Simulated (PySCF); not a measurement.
**Telling isomers of C6H10F2 apart by NMR**

Computational details: geometry from GFN2-xTB, shieldings: GIAO PBE0/pcSseg-1, in PySCF 2.14 (no relativistic terms, no solvent model, one averaged value for each set of equivalent atoms, a single conformation).

Scale: $^{1}$H, $^{13}$C against TMS (reference shieldings calculated alike). Splittings of carbon signals by F and P are missing where no couplings were computed. Where no couplings were computed, multiplicities follow the n + 1 count of equivalent neighbours, and m marks all less simple cases (inequivalent or close neighbours, rings, F or P nearby). Shifts are as computed. Against solution values, carbons near 30 ppm lie about +3 ppm off and those near 130 ppm about +5 ppm (rms about the fit 2.1 ppm; single classes can miss by 10 ppm). Of 1328 compounds with measured shifts, 309 miss one by over three times the rms of a fit or turn the order of signals round; such compounds aren't used in these exercises. Signals without a measured value on file couldn't be tested in this way; 1H shifts scatter by 0.2 ppm about their fit, and single ones miss by 0.5 ppm.

(1) Tabulate the signals of `C=C(C)CC(C)(F)F`, `CC/C(C)=C/C(F)F` and their relative energies.

(2) What is the quickest way to tell C=C(C)CC(C)(F)F from CC/C(C)=C/C(F)F?

Answers

(1) 
```tsv
SMILES	carbon types	δC	δH	E rel. (kcal/mol)
C=C(C)CC(C)(F)F	2×C 2×CH2 2×CH3	151.6, 130.7, 122.4, 51.1, 26.2, 25.2	5.33 (br s, 1H), 5.12 (br s, 1H), 2.62 (m, 2H), 2.02 (s, 3H), 1.61 (m, 3H)	0.0
CC/C(C)=C/C(F)F	1×C 2×CH 1×CH2 2×CH3	159.4, 128.7, 119.2, 40.0, 18.7, 16.2	6.65 (m, 1H), 5.88 (m, 1H), 2.17 (q, 2H), 1.93 (s, 3H), 1.13 (t, 3H)	7.6
```

Energies are electronic energies at PBE0/pcSseg-1 on these geometries, without zero-point or thermal terms, each for the one conformer computed, which needn't be the lowest.

(2) Both give the same number of carbon signals, but DEPT or the intensities differ. The first has a terminal =CH2 carbon at 122.4 ppm, the second an alkene CH at 128.7 ppm. Their most deshielded carbons lie at 151.6 and 159.4 ppm. In the proton spectra the most deshielded non-exchanging signals are 5.33 (br s, 1H) and 6.65 (m, 1H).
